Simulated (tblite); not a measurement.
C8H15P.
Cartesian coordinates in Å at the GFN2-xTB level; atoms count from 1:
```
atom  x, y, z in Å
C1     2.763   -1.414   -1.152
C2     2.267   -1.419    0.072
C3     0.956   -0.845    0.510
C4     0.027   -0.442   -0.630
C5    -1.341    0.045   -0.149
C6    -2.269    0.264   -1.342
C7    -1.204    1.337    0.658
C8    -0.400    1.146    1.939
P9     1.348    0.577    1.676
H10    2.241   -0.996   -1.995
H11    3.728   -1.843   -1.364
H12    2.846   -1.851    0.880
H13    0.454   -1.592    1.142
H14   -0.113   -1.309   -1.281
H15    0.495    0.349   -1.222
H16   -1.780   -0.725    0.497
H17   -2.392   -0.658   -1.906
H18   -3.250    0.595   -1.010
H19   -1.859    1.020   -2.008
H20   -2.200    1.703    0.920
H21   -0.725    2.098    0.036
H22   -0.883    0.407    2.587
H23   -0.352    2.084    2.499
H24    1.631    1.491    0.648
```

Computed with GFN2-xTB (tblite): harmonic, unscaled wavenumbers at the GFN2-xTB geometry, gas phase. Against measured fundamentals such values can be off by several per cent, at times by over 20. Modes of hydrogen on phosphorus can be 10 to 20 % off. One conformer, not necessarily the lowest.

Harmonic wavenumbers (cm⁻¹): 77.1, 104.9, 139.9, 181.4, 214.6, 236.0, 290.0, 304.7, 334.2, 379.3, 449.2, 504.6, 528.8, 587.6, 687.9, 693.2, 761.8, 819.8, 858.2, 884.9, 890.3, 937.5, 959.2, 969.1, 977.8, 1016.1, 1022.4, 1062.3, 1068.3, 1089.7, 1111.4, 1143.0, 1158.5, 1181.8, 1203.4, 1242.4, 1266.7, 1283.6, 1300.1, 1303.9, 1320.4, 1354.3, 1364.2, 1417.6, 1418.7, 1446.1, 1481.8, 1494.6, 1504.0, 1505.3, 1709.0, 2229.6, 2859.5, 2917.6, 2931.1, 2944.2, 2947.3, 2951.4, 2961.4, 2963.9, 3027.2, 3029.6, 3036.4, 3037.1, 3109.6, 3130.4.

A = 1793, B = 1129, C = 747.9 MHz; mass 142.091 u (most abundant isotopes); point group C1, symmetry number 1.

Task: Zero-point energy?

Result: Half the sum of the wavenumbers: 45659 cm⁻¹ = 546.20 kJ/mol.

Task: Entropy at 298.15 K, 1 bar (ideal gas, RRHO, classical rotation)?

Result: Translation 170.67, rotation 124.44, vibration 112.32: S = 407.4 J/(mol K).

Task: And Cp and H(298.15 K) − H(0)?

Result: Cp = 173.57 J/(mol K), of which vibrations give 140.31 (their classical limit is 66 R = 548.8); H(298.15 K) − H(0) = 29.18 kJ/mol without the zero-point energy, 19.27 from vibrations.

Task: How do the functions run with temperature in this model?

Result: 
```tsv
T (K)	S (J/(mol K))	Cp (J/(mol K))	H − H(0) (kJ/mol)	G − H(0) (kJ/mol)	ln q(vib)
100	283.4	74.3	4.96	-23.38	0.99
200	349.4	121.6	14.76	-55.13	3.26
300	408.5	174.6	29.51	-93.05	5.78
500	522.8	277.6	75.14	-186.26	11.24
800	677.7	380.3	175.19	-366.95	19.73
1000	767.6	425.1	255.97	-511.64	25.20
```

q(vib) and H(0) count from the zero-point level.

Task: Blend soft modes into free rotors: weight 1/[1 + (100 cm⁻¹/ν̃)⁴] for the oscillator and the rest for a rotor with moment μB/(μ + B), μ = h/(8π²ν), B = 10⁻⁴⁴ kg m². What vibrational entropy results?

Result: 108.50 J/(mol K) in place of 112.32, which changes −T·S at 298.15 K by +1.14 kJ/mol.

Hindered rotation and anharmonicity are outside this model. Other conformers, if any are populated, would add a mixing term that is left out. The structure is chiral; the term R ln 2 for an equal mix with its mirror image is left out.
